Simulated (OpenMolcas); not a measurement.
## V3+, Nb3+, Ta3+: d² down the group

| Quantity | Value |
| --- | --- |
| Program | OpenMolcas |
| Method | CASSCF |
| Basis | ANO-R3 |
| Scalar Hamiltonian | X2C, finite nucleus |
| Spin-orbit coupling | RASSI with atomic mean-field integrals over the reference wave functions, term energies averaged over their components |

Active space for each ion: 2 electrons in 5 orbitals (d).

Computed levels in cm-1 above ³F₂:

```tsv
Level	V3+	Nb3+	Ta3+
³F₃	330	1040	4533
³F₄	757	2284	8831
¹D₂	14066	11078	13616
³P₀	16610	12165	13144
³P₁	16717	12571	15509
³P₂	16966	13603	20568
¹G₄	21742	16798	20956
weight of ³F in the lowest level (%)	100	99	94
```

Mixed levels, with the weight of the term that names them: Ta3+ ¹D₂ (57 %), Ta3+ ³P₂ (62 %).

Measured, with the error of the calculation in %. Measured levels: V3+ from Sugar and Corliss, J. Phys. Chem. Ref. Data 7, 1191 (1978).

```json
{"Level": "³F₃", "V3+": "325 (+1.4)"}
{"Level": "³F₄", "V3+": "735 (+3.1)"}
{"Level": "¹D₂", "V3+": "10959 (+28.4)"}
{"Level": "³P₁", "V3+": "13239 (+26.3)"}
{"Level": "³P₂", "V3+": "13458 (+26.1)"}
{"Level": "¹G₄", "V3+": "18391 (+18.2)"}
```

The fine-structure level ³F₄ changes by a factor of 11.7 from V3+ to Ta3+.

Without spin-orbit coupling ¹D lies 13655, 10031, 9609 cm-1 above ³F in that order; the difference to the level ¹D₂, of either sign, comes from spin-orbit coupling, which also lowers the zero.

Without dynamic correlation excited terms often stand tens of per cent too high (terms of higher spin than the ground term too low), and those without a measured partner can miss by more than the paired ones. Terms from blocks run as CI alone lack orbitals of their own. Computed and measured levels are paired by configuration, term and J; levels that our copy of the source lacks, or whose pairing is in doubt (as where it misses far off the trend of its configuration), stay unpaired and out of the deviations. Only configurations of the active space appear.
